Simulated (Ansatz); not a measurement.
`[F][Zr]([F])([Cl])[Cl]` + `BrC(Br)I` → `[F][Zr]([Cl])([Cl])[Br]` + `FC(Br)I` at 600 K and 1 bar (formal exchange of groups at a Zr–F bond).

Isolated molecules relaxed with PBE0-D4/def2-TZVP in Ansatz; ΔE leaves out vibrations. CCSD(T)/CBS adds triple-zeta CCSD(T) − MP2 to the extrapolated MP2 energy (def2 sets, frozen cores). Elements past krypton have def2 core potentials. For Br, I, Zr outer-core shells are correlated without core-valence functions, which leaves a few kJ/mol of doubt a bond. Scalar relativity is left out up to krypton.

```csv
species,CCSD(T)/CBS energy (Eh),H − E (kJ/mol),S (J/(mol·K))
`[F][Zr]([F])([Cl])[Cl]`,-1166.45079,68.1,429.2
`BrC(Br)I`,-5482.71301,87.4,404.4
`[F][Zr]([Cl])([Cl])[Br]`,-3639.97082,67.1,459.9
`FC(Br)I`,-3009.18101,90.3,378.0
```

H − E and S are ideal-gas, rigid-rotor, harmonic terms from PBE0-D4/def2-TZVP, for one conformer and one mirror image of each species. 1 Eh = 2625.50 kJ/mol, R = 8.31446 J/(mol·K).

Problem. By hand: ΔE, ΔH, ΔS and ΔG.

Solution. ΔE = (-3639.97082) + (-3009.18101) − (-1166.45079) − (-5482.71301) = 0.01197 Eh = 31.4 kJ/mol. Δ(H − E) = 67.1 + 90.3 − 68.1 − 87.4 = 1.9, so ΔH = 33.3 kJ/mol. ΔS = 459.9 + 378.0 − 429.2 − 404.4 = 4.3 J/(mol·K). ΔG = 33.3 − 600 × (4.3)/1000 = 30.7 kJ/mol.

Problem. By hand: the equilibrium constant, and the temperature at which ΔG would vanish if ΔH and ΔS stayed fixed.

Solution. log₁₀ K = −ΔG/(RT ln 10) = -2.7. ΔG = 0 at ΔH/ΔS = 7744 K, far beyond where these terms or the molecules hold.

The number of gas molecules stays the same, so ΔS is small and ΔH decides. A doubt of 5 kJ/mol in ΔE shifts log₁₀ K by 0.4 here. Other conformers and mirror images would add mixing entropy, several J/(mol·K) or more a flexible species. These are equilibria of isolated gas molecules and say nothing of rates. Largest T1 diagnostic: 0.017 (customary marks: 0.02 for closed shells, 0.045 for open ones).
